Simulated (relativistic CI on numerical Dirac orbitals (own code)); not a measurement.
Method of calculation: Dirac-Coulomb-Breit CI, separate exchange-only KLI orbitals for each configuration, QED by a radiative potential, unscaled Slater integrals (own radial code, finite nucleus).

The strongest absorption lines from the ground level of an ion, among the configurations computed and to levels below about 7770 eV (vacuum wavelength in nm, gf): 0.16142 (0.099), 0.16769 (0.28), 0.17839 (0.52), 0.20797 (0.31), 0.21242 (0.1), 0.21539 (1.4), 0.23227 (2.3), 0.25132 (0.14).

Q: Which ion is it?
A. Ce50+
B. Ce48+
C. Dy56+
D. Sn40+

A: B. Ce48+ has 10 electrons and the ground level 2s2 2p6 1S_0; the strongest line goes to 2s2 2p5 3d 1P°_1. The pattern of lines fixes the number of electrons, and along that sequence the line energies rise steadily with the charge (about as its square where n changes within one kind of shell, about linearly where n is kept but much faster in heavy ions where fine structure, which grows about as Z⁴, sets the gap, and irregularly where shells cross), which fixes Z. Configurations outside the model, such as inner-shell arrays, can give stronger lines. At this charge energies of transitions that change n are usually good to better than 1 %, and those within a shell (Δn = 0) to a few per cent.

LS names give the leading component of a level, which can be under half, so a name can repeat, a term be missing and a line seem to break the LS rules.
